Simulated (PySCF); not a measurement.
**What the low excited states add to the polarisability**

C₃HF₅O₂.
Structure used (GFN2-xTB), in Å, numbered top down from 1:
```
atom  x, y, z in Å
O1     0.0242   -1.6736    0.1454
C2     0.3811   -0.5481    0.0682
O3    -0.4307    0.5350   -0.0835
C4    -1.7765    0.3529   -0.1505
F5    -2.1331   -0.4179   -1.1693
F6    -2.3403    1.5348   -0.3147
F7    -2.2686   -0.1880    0.9564
C8     1.8486   -0.0658    0.1243
F9     2.0125    0.7706    1.1656
F10    2.1459    0.6172   -0.9960
H11    2.5421   -0.9145    0.2283
```

Level of theory: TDDFT PBE0/def2-SVPD, vertical, gas phase, core orbitals frozen in the response (PySCF).

Excitation energies and transition dipoles (atomic units, axes of the coordinates) of those of the lowest 6 singlets that add 0.02 au or more to the mean polarisability:

| state | ΔE (hartree) | μx | μy | μz |
| --- | --- | --- | --- | --- |
| S1 | 0.2016 | 0.007 | -0.008 | -0.089 |
| S3 | 0.3076 | 0.260 | -0.596 | 0.069 |
| S5 | 0.3309 | -0.478 | 0.467 | -0.071 |
| S6 | 0.3397 | -0.220 | -0.185 | 0.002 |

**Question.** What does each state add to αxx, αyy and αzz, and how do the sums compare with the full static tensor?

**Answer.** Each state adds 2 μα² / ΔE.

```csv
state,αxx (au),αyy (au),αzz (au)
S1,0.00,0.00,0.08
S3,0.44,2.31,0.03
S5,1.38,1.32,0.03
S6,0.28,0.20,0.00
all 6 states,2.1,3.8,0.2
full response,53.3,49.5,41.0
share (%),4,8,0
```

The rest comes from the higher roots of the same response equations.

**Question.** Give the full tensor and its principal values.

**Answer.** In au, rows and columns x, y, z:
```
x   53.3 -1.4  1.0
y   -1.4 49.5 -0.9
z    1.0 -0.9 41.0
```
Principal values 40.9, 49.0 and 53.9 au; mean 47.9 au (7.10 Å³).

**Question.** By how much does the contribution of these states grow at 589.3 nm?

**Answer.** With ω = 0.0773 hartree each state's term in the mean polarisability goes from f / ΔE² to f / (ΔE² − ω²), f = (2/3) ΔE |μ|²; the sum over all 6 states goes from 2.03 to 2.16 au, a rise of 0.13 au.

One conformer stands for the species.
